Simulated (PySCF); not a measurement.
Isomers of CH15NOSi5, mass 197.000 u with the commonest isotopes. Method used: PBE0/pcSseg-1 in PySCF (dipole) on a GFN2-xTB geometry, gas phase. One conformer each, none proved a minimum here; rigid rotors.

**Question.** Order these by rotational constant C, largest first.
A. `[CH3:1][NH:2][SiH2:3][Si:4]([SiH3:5])([SiH3:6])[SiH2:7][OH:8]` with C1–N2–Si3–Si4 59°, N2–Si3–Si4–Si5 -82°, Si3–Si4–Si7–O8 173°, Si4–Si7–O8–H 180°
B. `[CH3:1][NH:2][SiH2:3][Si:4]([SiH3:5])([SiH3:6])[O:7][SiH3:8]` with C1–N2–Si3–Si4 176°, N2–Si3–Si4–Si5 68°, Si3–Si4–O7–Si8 -177°
C. `[OH:1][Si@@:2]([SiH3:3])([CH2:4][SiH3:5])[N:6]([SiH3:7])[SiH3:8]` with H–O1–Si2–Si3 177°, O1–Si2–C4–Si5 59°, O1–Si2–N6–Si7 -1°
D. `[CH3:1][NH:2][Si@H:3]([SiH3:4])[SiH2:5][SiH2:6][SiH2:7][OH:8]` with C1–N2–Si3–Si4 -53°, N2–Si3–Si5–Si6 41°, Si3–Si5–Si6–Si7 -167°, Si5–Si6–Si7–O8 11°, Si6–Si7–O8–H 180°
E. `[OH:1][SiH2:2][Si@H:3]([SiH3:4])[N:5]([SiH3:6])[CH2:7][SiH3:8]` with H–O1–Si2–Si3 52°, O1–Si2–Si3–Si4 85°, Si2–Si3–N5–Si6 70°, Si3–N5–C7–Si8 81°
F. `[CH3:1][O:2][SiH2:3][Si:4]([SiH3:5])([SiH3:6])[SiH2:7][NH2:8]` with C1–O2–Si3–Si4 178°, O2–Si3–Si4–Si5 -62°, Si3–Si4–Si7–N8 171°, Si4–Si7–N8–H 53° and -170°

**Answer.** C (565.6 MHz), A (526.8 MHz), E (502.4 MHz), F (489.2 MHz), B (452.0 MHz), D (288.3 MHz).

**Question.** Order these by out-of-plane moment Σ m c² = (Ia + Ib − Ic)/2, largest first.
A. `[CH3:1][NH:2][Si@H:3]([SiH3:4])[SiH2:5][SiH2:6][SiH2:7][OH:8]` with C1–N2–Si3–Si4 -53°, N2–Si3–Si5–Si6 41°, Si3–Si5–Si6–Si7 -167°, Si5–Si6–Si7–O8 11°, Si6–Si7–O8–H 180°
B. `[CH3:1][O:2][SiH2:3][Si:4]([SiH3:5])([SiH3:6])[SiH2:7][NH2:8]` with C1–O2–Si3–Si4 178°, O2–Si3–Si4–Si5 -62°, Si3–Si4–Si7–N8 171°, Si4–Si7–N8–H 53° and -170°
C. `[OH:1][Si@@:2]([SiH3:3])([CH2:4][SiH3:5])[N:6]([SiH3:7])[SiH3:8]` with H–O1–Si2–Si3 177°, O1–Si2–C4–Si5 59°, O1–Si2–N6–Si7 -1°
D. `[CH3:1][NH:2][SiH2:3][Si:4]([SiH3:5])([SiH3:6])[O:7][SiH3:8]` with C1–N2–Si3–Si4 176°, N2–Si3–Si4–Si5 68°, Si3–Si4–O7–Si8 -177°
E. `[OH:1][SiH2:2][Si@H:3]([SiH3:4])[N:5]([SiH3:6])[CH2:7][SiH3:8]` with H–O1–Si2–Si3 52°, O1–Si2–Si3–Si4 85°, Si2–Si3–N5–Si6 70°, Si3–N5–C7–Si8 81°
F. `[CH3:1][NH:2][SiH2:3][Si:4]([SiH3:5])([SiH3:6])[SiH2:7][OH:8]` with C1–N2–Si3–Si4 59°, N2–Si3–Si4–Si5 -82°, Si3–Si4–Si7–O8 173°, Si4–Si7–O8–H 180°

**Answer.** F (260.80 u·Å²), D (256.45 u·Å²), B (247.70 u·Å²), C (228.20 u·Å²), E (199.49 u·Å²), A (115.75 u·Å²).

**Question.** Order these by rotational constant B, smallest first.
A. `[CH3:1][O:2][SiH2:3][Si:4]([SiH3:5])([SiH3:6])[SiH2:7][NH2:8]` with C1–O2–Si3–Si4 178°, O2–Si3–Si4–Si5 -62°, Si3–Si4–Si7–N8 171°, Si4–Si7–N8–H 53° and -170°
B. `[OH:1][SiH2:2][Si@H:3]([SiH3:4])[N:5]([SiH3:6])[CH2:7][SiH3:8]` with H–O1–Si2–Si3 52°, O1–Si2–Si3–Si4 85°, Si2–Si3–N5–Si6 70°, Si3–N5–C7–Si8 81°
C. `[OH:1][Si@@:2]([SiH3:3])([CH2:4][SiH3:5])[N:6]([SiH3:7])[SiH3:8]` with H–O1–Si2–Si3 177°, O1–Si2–C4–Si5 59°, O1–Si2–N6–Si7 -1°
D. `[CH3:1][NH:2][SiH2:3][Si:4]([SiH3:5])([SiH3:6])[SiH2:7][OH:8]` with C1–N2–Si3–Si4 59°, N2–Si3–Si4–Si5 -82°, Si3–Si4–Si7–O8 173°, Si4–Si7–O8–H 180°
E. `[CH3:1][NH:2][Si@H:3]([SiH3:4])[SiH2:5][SiH2:6][SiH2:7][OH:8]` with C1–N2–Si3–Si4 -53°, N2–Si3–Si5–Si6 41°, Si3–Si5–Si6–Si7 -167°, Si5–Si6–Si7–O8 11°, Si6–Si7–O8–H 180°
F. `[CH3:1][NH:2][SiH2:3][Si:4]([SiH3:5])([SiH3:6])[O:7][SiH3:8]` with C1–N2–Si3–Si4 176°, N2–Si3–Si4–Si5 68°, Si3–Si4–O7–Si8 -177°

**Answer.** E (305.6 MHz), F (462.1 MHz), A (536.4 MHz), D (578.4 MHz), B (613.0 MHz), C (710.0 MHz).

```
                                 SMILES  point group  Ia (u·Å²)  Ib (u·Å²)  Ic (u·Å²)      κ  μa (D)  μb (D)  μc (D)
    CN[SiH2][Si]([SiH3])([SiH3])O[SiH3]            –     537.38    1093.57    1118.06  -0.96    0.61    0.16    0.46
    CN[Si@H]([SiH3])[SiH2][SiH2][SiH2]O           C1     330.70    1653.78    1752.99  -0.97    1.56    0.95    0.26
O[Si@@]([SiH3])(C[SiH3])N([SiH3])[SiH3]           C1     638.16     711.80     893.57   0.28    1.20    0.32    0.26
  O[SiH2][Si@H]([SiH3])N([SiH3])C[SiH3]           C1     580.42     824.47    1005.92  -0.40    1.45    1.48    0.65
    CO[SiH2][Si]([SiH3])([SiH3])[SiH2]N           C1     586.31     942.15    1033.05  -0.75    0.90    1.14    0.25
    CN[SiH2][Si]([SiH3])([SiH3])[SiH2]O           C1     607.16     873.70     959.25  -0.66    1.04    1.76    0.40
```
